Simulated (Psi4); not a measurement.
BeCl2 (SMILES [Cl][Be][Cl]), singlet, at a GFN2-xTB geometry (such geometries of metal compounds can be far from the true shape); WB97X-V/cc-pVDZ (Psi4).

The Psi4 input:
```
memory 2 GB

molecule {
0 1
  Be    0.00000000    0.00000000    0.00000000
  Cl    0.00000000    0.00000000    1.76296633
  Cl   -0.00000000   -0.00000000   -1.76296633
}

set basis cc-pvdz
set scf_type pk
set puream true
set d_convergence 1e-8
set dft_radial_points 99
set dft_spherical_points 590

energy('wb97x-v')
print_variables()
```

What the program printed (banner, timings and long lists left out):

```
   => Loading Basis Set <=

    Name: CC-PVDZ
    Role: ORBITAL
    Keyword: BASIS

         ---------------------------------------------------------
                                   SCF
               by Justin Turney, Rob Parrish, Andy Simmonett
                          and Daniel G. A. Smith
                              RKS Reference
         ---------------------------------------------------------

  ==> Geometry <==

    Molecular point group: d2h
    Full point group: D_inf_h

    Geometry (in Angstrom), charge = 0, multiplicity = 1:

       Center              X                  Y                   Z               Mass
    ------------   -----------------  -----------------  -----------------  -----------------
         BE           0.000000000000     0.000000000000     0.000000000000     9.012183065000
         CL           0.000000000000     0.000000000000     1.762966330000    34.968852682000
         CL           0.000000000000     0.000000000000    -1.762966330000    34.968852682000

  Running in d2h symmetry.

  Rotational constants: A = ************  B =      0.07755  C =      0.07755 [cm^-1]
  Rotational constants: A = ************  B =   2324.97231  C =   2324.97231 [MHz]
  Nuclear repulsion =   84.195713251616667

  Charge       = 0
  Multiplicity = 1
  Electrons    = 38
  Nalpha       = 19
  Nbeta        = 19

  ==> Algorithm <==

  SCF Algorithm Type is PK.
  DIIS enabled.
  MOM disabled.
  Fractional occupation disabled.
  Guess Type is SAD.
  Energy threshold   = 1.00e-06
  Density threshold  = 1.00e-08
  Integral threshold = 1.00e-12

  ==> Primary Basis <==

  Basis Set: CC-PVDZ
    Blend: CC-PVDZ
    Number of shells: 22
    Number of basis functions: 50
    Number of Cartesian functions: 53
    Spherical Harmonics?: true
    Max angular momentum: 2

  ==> DFT Potential <==

   => LibXC <=

    Version 7.1.2
    S. Lehtola, C. Steigemann, M. J. T. Oliveira, and M. A. L. Marques,  SoftwareX 7, 1–5 (2018) (10.1016/j.softx.2017.11.002)

   => Composite Functional: WB97X-V <=

    wB97X-V Hyb-GGA Exchange-Correlation Functional

    N. Mardirossian and M. Head-Gordon,  Phys. Chem. Chem. Phys. 16, 9904–9924 (2014) (10.1039/C3CP54374A)

    Deriv               =              1
    GGA                 =           TRUE
    Meta                =          FALSE

    Exchange Hybrid     =           TRUE
    MP2 Hybrid          =          FALSE

   => Exchange-Correlation Functionals <=

    1.0000   wB97X-V range-separated functional

   => Exact (HF) Exchange <=

    0.8330            HF,LR [omega = 0.3000]
    0.1670               HF

   => LibXC Density Thresholds  <==

    XC_HYB_GGA_XC_WB97X_V:  1.00E-14

   => VV10 Non-Local Parameters <=

    VV10 B              =     6.0000E+00
    VV10 C              =     1.0000E-02

   => Molecular Quadrature <=

    Radial Scheme          =       TREUTLER
    Pruning Scheme         =           NONE
    Nuclear Scheme         =       TREUTLER

    Blocking Scheme        =         OCTREE
    BS radius alpha        =              1
    Pruning alpha          =              1
    Radial Points          =             99
    Spherical Points       =            590
    Total Points           =         165526
    Total Blocks           =           1350
    Max Points             =            256
    Max Functions          =             50
    Weights Tolerance      =       1.00E-15

  ==> Integral Setup <==

  Using in-core PK algorithm.
   Calculation information:
      Number of atoms:                   3
      Number of AO shells:              22
      Number of primitives:            125
      Number of atomic orbitals:        53
      Number of basis functions:        50

      Integral cutoff                 1.00e-12
      Number of threads:                 1

  Performing in-core PK
  Using 2440350 doubles for integral storage.
  We computed 31165 shell quartets total.
  Whereas there are 32131 unique shell quartets.

  Computing range-separated integrals for PK
  We computed 31165 wK shell quartets total.
  Whereas there are 32131 wK unique shell quartets.

  ==> DiskJK: Disk-Based J/K Matrices <==

    J tasked:                  Yes
    K tasked:                  Yes
    wK tasked:                 Yes
    Omega:               3.000E-01
    Schwarz Cutoff:          1E-12

  Minimum eigenvalue in the overlap matrix is 1.0297092184E-02.
  Reciprocal condition number of the overlap matrix is 3.2088526518E-03.
    Using symmetric orthogonalization.

  ==> Pre-Iterations <==

  SCF Guess: Superposition of Atomic Densities via on-the-fly atomic UHF (no occupation information).

   -------------------------
    Irrep   Nso     Nmo
   -------------------------
     Ag        14      14
     B1g        2       2
     B2g        5       5
     B3g        5       5
     Au         1       1
     B1u       11      11
     B2u        6       6
     B3u        6       6
   -------------------------
    Total      50      50
   -------------------------

  ==> Iterations <==

                        Total Energy        Delta E     RMS |[F,P]|

   @RKS iter SAD:  -934.74126939546363   -9.34741e+02   0.00000e+00
   @RKS iter   1:  -935.12622592642663   -3.84957e-01   1.18467e-02 ADIIS/DIIS
   @RKS iter   2:  -935.15139598803751   -2.51701e-02   6.35764e-03 ADIIS/DIIS
   @RKS iter   3:  -935.16020203014239   -8.80604e-03   6.17444e-04 ADIIS/DIIS
   @RKS iter   4:  -935.16030369927705   -1.01669e-04   1.20375e-04 ADIIS/DIIS
   @RKS iter   5:  -935.16030929989938   -5.60062e-06   1.90694e-05 DIIS
   @RKS iter   6:  -935.16030951999642   -2.20097e-07   2.83712e-06 DIIS
   @RKS iter   7:  -935.16030952654421   -6.54779e-09   2.60015e-07 DIIS
   @RKS iter   8:  -935.16030952659003   -4.58158e-11   2.71931e-08 DIIS
   @RKS iter   9:  -935.16030952659071   -6.82121e-13   2.88996e-09 DIIS
  Energy and wave function converged.

  ==> Post-Iterations <==

   Electrons on quadrature grid:
      Ntotal   =   37.9999995528 ; deviation = -4.472e-07

    Orbital Energies [Eh]
    ---------------------

    Doubly Occupied:

       1B1u -101.528847     1Ag  -101.528847     2B1u   -9.560651
       2Ag    -9.560620     3Ag    -7.311657     3B1u   -7.311652
       1B2u   -7.307933     1B3u   -7.307933     1B2g   -7.307933
       1B3g   -7.307933     4Ag    -4.204870     5Ag    -0.957007
       4B1u   -0.956068     6Ag    -0.526330     5B1u   -0.511275
       2B3u   -0.465027     2B2u   -0.465027     2B3g   -0.438644
       2B2g   -0.438644

    Virtual:

       7Ag     0.073040     3B3u    0.082940     3B2u    0.082940
       6B1u    0.183380     4B3u    0.244578     4B2u    0.244578
       8Ag     0.306916     7B1u    0.384818     3B2g    0.491638
       3B3g    0.491638     9Ag     0.503994    10Ag     0.507957
       1B1g    0.507965     4B3g    0.672301     4B2g    0.672301
       8B1u    0.736046     5B2u    0.748148     5B3u    0.748148
       9B1u    0.831418     1Au     0.831420    11Ag     0.832251
      12Ag     0.901866     2B1g    0.901868     6B3u    0.953162
       6B2u    0.953162    10B1u    1.027328    13Ag     1.267954
       5B3g    1.309999     5B2g    1.309999    11B1u    1.488554
      14Ag     1.537906

    Final Occupation by Irrep:
             Ag   B1g   B2g   B3g    Au   B1u   B2u   B3u
    DOCC [     6,    0,    2,    2,    0,    5,    2,    2 ]
    NA   [     6,    0,    2,    2,    0,    5,    2,    2 ]
    NB   [     6,    0,    2,    2,    0,    5,    2,    2 ]

  @RKS Final Energy:  -935.16030952659071

   => Energetics <=

    Nuclear Repulsion Energy =             84.1957132516166666
    One-Electron Energy =               -1458.2541332957059694
    Two-Electron Energy =                 483.4824599883483529
    DFT Exchange-Correlation Energy =     -44.7437738618058134
    Empirical Dispersion Energy =           0.0000000000000000
    VV10 Nonlocal Energy =                  0.1594243909561013
    Total Energy =                       -935.1603095265907086

Computation Completed

Properties will be evaluated at   0.000000,   0.000000,   0.000000 [a0]

Properties computed using the SCF density matrix

 Multipole Moments:

 ------------------------------------------------------------------------------------
     Multipole            Electronic (a.u.)      Nuclear  (a.u.)        Total (a.u.)
 ------------------------------------------------------------------------------------

 L = 1.  Multiply by 2.5417464519 to convert [e a0] to [Debye]
 Dipole X            :          0.0000000            0.0000000            0.0000000
 Dipole Y            :          0.0000000            0.0000000            0.0000000
 Dipole Z            :          0.0000000            0.0000000            0.0000000
 Magnitude           :                                                    0.0000000

 ------------------------------------------------------------------------------------

  Variable Map:
  ----------------------------------------------------------------------------
  "CURRENT ENERGY"              =>    -935.160309526591
  "CURRENT REFERENCE ENERGY"    =>    -935.160309526591
  "DD SOLVATION ENERGY"         =>       0.000000000000
  "DFT FUNCTIONAL TOTAL ENERGY" =>    -935.160309526591
  "DFT TOTAL ENERGY"            =>    -935.160309526591
  "DFT VV10 ENERGY"             =>       0.159424390956
  "DFT XC ENERGY"               =>     -44.743773861806
  "GRID ELECTRONS ALPHA"        =>      18.999999776381
  "GRID ELECTRONS BETA"         =>      18.999999776381
  "GRID ELECTRONS TOTAL"        =>      37.999999552763
  "NUCLEAR REPULSION ENERGY"    =>      84.195713251617
  "ONE-ELECTRON ENERGY"         =>   -1458.254133295706
  "PCM POLARIZATION ENERGY"     =>       0.000000000000
  "PE ENERGY"                   =>       0.000000000000
  "SCF ITERATION ENERGY"        =>    -935.160309526591
  "SCF ITERATIONS"              =>       9.000000000000
  "SCF TOTAL ENERGY"            =>    -935.160309526591
  "TWO-ELECTRON ENERGY"         =>     483.482459988348
  "XC GRID RADIAL POINTS"       =>      99.000000000000
  "XC GRID SPHERICAL POINTS"    =>     590.000000000000
  "XC GRID TOTAL POINTS"        =>  165526.000000000000

  Array Variable Map:
  ----------------------------------------------------------------------------
  "CURRENT DIPOLE"              =>       0.000000000000 ... 0.000000000000 1 by 3
  "SCF DIPOLE"                  =>       0.000000000000 ... 0.000000000000 1 by 3
  "SCF TOTAL ENERGIES"          =>    -934.741269395464 ... -935.160309526591 1 by 10
```
